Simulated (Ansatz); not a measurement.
Reaction (redistribution): `B[SiH2]C(O)F` + `C[SiH2]N` → `B[SiH2]N` + `C[SiH2]C(O)F`

Program: Ansatz. Geometries: PBE0-D4/def2-TZVP. ΔE: electronic, gas phase. CCSD(T)/CBS is the MP2 limit (def2-TZVPP, def2-QZVPP) plus CCSD(T) − MP2 in def2-TZVPP, frozen cores. Functionals use def2-TZVPP. One conformer a species, not always the lowest.

`B[SiH2]C(O)F`:

Cartesian coordinates in Å:
```
B -0.125 -0.664 -1.904
Si 0.825 -0.480 -0.145
C -0.113 0.668 1.067
O -1.379 0.153 1.260
F -0.203 1.942 0.496
H 0.194 -1.523 -2.672
H -0.990 0.090 -2.234
H 1.042 -1.784 0.541
H 2.162 0.137 -0.391
H 0.411 0.822 2.020
H -1.823 0.639 1.962
```

`C[SiH2]N`:

Z-matrix (Å, degrees):
```
C
Si 1 1.871
H 1 1.093 2 111.2
H 1 1.094 2 110.5 3 119.8
H 1 1.093 2 111.2 3 -120.4
N 2 1.720 1 116.4 3 60.2
H 2 1.489 1 108.4 3 -179.4
H 2 1.489 1 108.4 3 -60.3
H 6 1.007 2 120.7 1 73.7
H 6 1.007 2 120.7 1 -73.5
```

`B[SiH2]N`:

Z-matrix (Å, degrees):
```
Si
N 1 1.724
B 1 2.002 2 111.8
H 1 1.490 2 107.5 3 -124.1
H 1 1.506 2 115.5 3 118.8
H 2 1.007 1 120.4 3 176.1
H 2 1.007 1 119.2 3 -40.9
H 3 1.197 1 120.1 2 -164.6
H 3 1.197 1 122.8 2 18.7
```

`C[SiH2]C(O)F`:

Cartesian coordinates in Å:
```
C 0.272 0.317 1.697
Si 0.900 0.319 -0.057
C -0.524 -0.160 -1.242
O -1.033 -1.383 -0.857
F -1.525 0.817 -1.151
H -0.105 -0.673 1.960
H 1.064 0.586 2.398
H -0.544 1.034 1.806
H 1.999 -0.664 -0.259
H 1.381 1.662 -0.476
H -0.226 -0.159 -2.300
H -1.658 -1.696 -1.520
```

| level | ΔE (eV) |
| --- | --- |
| ωB97X-V | 0.03 |
| HF/def2-TZVPP | 0.04 |

(1) What does CCSD(T)/CBS give? (Estimate.)

Largest T1 diagnostic among the species: 0.012.

Results:

(1) Ansatz gave: +0.03 eV. The listed levels differ from it by 0.00, 0.01 eV.
